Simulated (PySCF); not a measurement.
## Removing an electron from `[CH3][GeH2][S][GeH2][PH2]`

CH9Ge2PS.
Cartesian coordinates in Å at the PBE0-D3(BJ)/def2-SVP level; atoms count from 1:
```xyz
14
CH9Ge2PS angstrom
C     -2.340    0.807   -0.255
Ge    -1.462   -0.402    0.996
S      0.675    0.191    1.315
Ge     1.507   -0.332   -0.688
P      3.814   -0.122   -0.629
H     -3.399    0.530   -0.367
H     -2.276    1.839    0.117
H     -1.857    0.757   -1.241
H     -2.100   -0.329    2.394
H     -1.495   -1.852    0.469
H      0.947    0.615   -1.771
H      1.123   -1.782   -1.045
H      3.918   -0.787    0.630
H      3.753    1.176   -0.036
```

Level: CAM-B3LYP/def2-SVPD (PySCF). Frontier orbitals with their largest atomic shares (Löwdin; up to four atoms above 4 %):

```csv
orbital,ε (eV),main atoms
HOMO−3,-10.56,"P5 36 %, Ge4 16 %, Ge2 11 %, H14 9 %"
HOMO−2,-9.67,"S3 54 %, Ge4 13 %, Ge2 10 %, C1 4 %"
HOMO−1,-8.81,"P5 56 %, S3 13 %, Ge4 12 %, H13 5 %"
HOMO,-8.34,?
LUMO,0.33,"Ge4 25 %, P5 23 %, S3 19 %, H11 9 %"
LUMO+1,0.71,"S3 22 %, Ge2 21 %, Ge4 13 %, P5 10 %"
LUMO+2,0.94,"S3 25 %, Ge4 19 %, Ge2 18 %, P5 7 %"
```

What vertical ionisation energy does ΔSCF give, and how far is −ε(HOMO) from it?

ΔSCF: 8.93 eV (861 kJ/mol; threshold wavelength 139 nm); ⟨S²⟩ of the doublet left behind is 0.755, against 0.75 for a pure doublet. −ε(HOMO) is 8.34 eV, 0.59 eV below it. In exact Kohn–Sham theory the two would be equal; CAM-B3LYP (range-separated hybrid) falls short of its own ΔSCF value by 7 %. Holes in the HOMO−1 and HOMO−2 were tried too where these lie within 1.2 eV of the HOMO; the lowest converged state counts.

On which atoms does the HOMO lie?

S3 (sulfur bonded to 2 Ge) 69 %, Ge4 (germanium bonded to P, S and 2 H) 9 %, Ge2 (germanium bonded to C, S and 2 H) 7 %, C1 (sp3 carbon bound to germanium) 4 %, so more than half of it is on one atom. The HOMO−1 lies 0.47 eV lower.

With α = 127.9 au, estimate the like-pair dispersion coefficient by London's formula C6 = (3/4)α²I.

I = 0.3280 Eh, so C6 ≈ 4020 au, a rough estimate.

What kinetic energy would electrons from this vertical process carry with 118.2 nm light (10.49 eV)?

10.49 − 8.93 = 1.56 eV.

What total energies stand behind the ΔSCF value?

E(N) = -4936.57068 Eh and E(N − 1) = -4936.24265 Eh at the same geometry, 0.32803 Eh apart.

Geometry: PBE0-D3(BJ)/def2-SVP, one conformer, isolated molecule. The calculation is non-relativistic, for germanium too.
